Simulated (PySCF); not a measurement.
CH2Li2, SMILES [Li][CH2][Li].

Geometry: r2SCAN-D4/def2-TZVPD.

Two levels are set side by side: TDA-PBE/def2-TZVPD (PySCF) and TDA-B3LYP/def2-TZVPD (PySCF). Vertical, same geometry. The lowest singlet is HOMO→LUMO 99 % with PBE and HOMO→LUMO 99 % with the other functional; states are paired by order. Differences are taken from unrounded values.

```json
[
 {"quantity": "lowest singlet excitation (eV)", "TDA-PBE": "1.16"},
 {"quantity": "lowest triplet excitation (TDA) (eV)", "TDA-PBE": "0.86"},
 {"quantity": "first bright state (f over 0.05) (eV)", "TDA-PBE": "1.16"},
 {"quantity": "its oscillator strength", "TDA-PBE": "0.11"}
]
```

### Question
These are the TDA-PBE values. What does TDA-B3LYP give? (Estimate from the structure and the level; the computed values follow.)

### Answer

| quantity | TDA-B3LYP | TDA-PBE minus TDA-B3LYP |
|---|---|---|
| lowest singlet excitation (eV) | 1.26 | -0.10 |
| lowest triplet excitation (TDA) (eV) | 1.01 | -0.15 |
| first bright state (f over 0.05) (eV) | 1.26 | -0.10 |
| its oscillator strength | 0.10 | 0.01 |

Functionals without exact exchange tend to place singlet excitations lower, as here. Differences between two approximate levels are no errors against the true value.

Rough cost on one machine, each run with all the roots and properties that it gave: TDA-B3LYP against TDA-PBE within a factor of 2.
